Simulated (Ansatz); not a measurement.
Mulliken charges of `F[SiH2]O[SiH2]F` from ωB97M-V/def2-TZVPP in Ansatz (PBE0-D4/def2-TZVP geometry).

```json
{"atom": "F1", "x (Å)": "-1.057", "y (Å)": "2.344", "z (Å)": "-0.406", "charge (e)": "-0.309"}
{"atom": "Si2", "x (Å)": "-0.761", "y (Å)": "1.217", "z (Å)": "0.678", "charge (e)": "0.573"}
{"atom": "O3", "x (Å)": "-0.393", "y (Å)": "-0.159", "z (Å)": "-0.098", "charge (e)": "-0.361"}
{"atom": "Si4", "x (Å)": "0.684", "y (Å)": "-1.225", "z (Å)": "-0.676", "charge (e)": "0.573"}
{"atom": "F5", "x (Å)": "0.821", "y (Å)": "-2.420", "z (Å)": "0.366", "charge (e)": "-0.309"}
{"atom": "H6", "x (Å)": "-1.992", "y (Å)": "1.008", "z (Å)": "1.463", "charge (e)": "-0.040"}
{"atom": "H7", "x (Å)": "0.388", "y (Å)": "1.672", "z (Å)": "1.490", "charge (e)": "-0.044"}
{"atom": "H8", "x (Å)": "0.171", "y (Å)": "-1.784", "z (Å)": "-1.941", "charge (e)": "-0.040"}
{"atom": "H9", "x (Å)": "2.015", "y (Å)": "-0.594", "z (Å)": "-0.806", "charge (e)": "-0.044"}
```

Q: By hand: the dipole of these point charges (1 e Å = 4.8032 D).

A: Σ q r = (0.138, 0.060, 0.038) e Å, of length 0.155 e Å = 0.74 D.

Q: How does the dipole of the full density compare? (Estimate.)

A: Ansatz gave: (0.075, 0.033, 0.021) e Å, 0.41 D; the point charges give 1.80 times that, at 0° from its direction.

Point charges leave out the atoms' own dipoles, such as those of lone pairs, and Mulliken's split depends on the basis, so the two needn't agree.
